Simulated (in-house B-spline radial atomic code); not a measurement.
Results of a calculation; reference values are marked as such.
**Ghost states of the separable form: Cr**

Cr, [Ar] 3d5 4s1, non-relativistic LDA (VWN5), spherical and spin-unpolarised, from a B-spline radial code for spherical atoms (atomic units; all potentials screened as in the neutral atom).

Troullier-Martins channels: 4s (ε = -0.1504, r_c = 2.26 bohr), 3d (ε = -0.1181, r_c = 2.045 bohr). In the Kleinman-Bylander form one channel serves as the local potential, and each other channel l becomes |δV u><u δV|/<u|δV|u>, with δV = V_l − V_local and u the pseudo-orbital. Its strength is E_KB = <u|δV²|u>/<u|δV|u>. By the analysis of Gonze, Stumpf and Scheffler a spurious state lies below the reference level ε if E_KB > 0 and ε is above the second level of the local potential alone, or if E_KB < 0 and ε is above its first. The table's levels are those of angular momentum l in a sphere of 9 bohr, whose wall can lift a shallow ε a little above its free-atom value.

```
local  channel  <u δV u>  <u δV² u>        ε  first local level  second local level
    d        s   0.14122     0.6737  -0.1491            -6.7769             -0.6016
    s        d   -3.7725     28.639  -0.1180             0.0949              0.3442
```

Apply the rule to each row.

Local d, channel s: E_KB = +4.77, so ε = -0.1491 is set against -0.6016: a ghost. Local s, channel d: E_KB = -7.59, so ε = -0.1180 is set against 0.0949: no ghost.

Diagonalising the separable Hamiltonian gives:

```tsv
local	channel	three lowest levels	all-electron, two lowest valence levels
d	s	-3.7738, -0.1491, 0.1104	-0.1491, 0.1110
s	d	-0.1180, 0.1184, 0.4042	-0.1180, 0.1163
```

Which choices of local channel are safe?

Free of ghosts: s. With d local the s channel has a ghost 3.62 hartree below ε, since the local potential binds more than one state below ε, and a repulsive term of rank one raises each level at most to the next, so it clears only one of them. Among the safe choices the second level, which tests transfer, is off by at most 2.0 millihartree (s local).
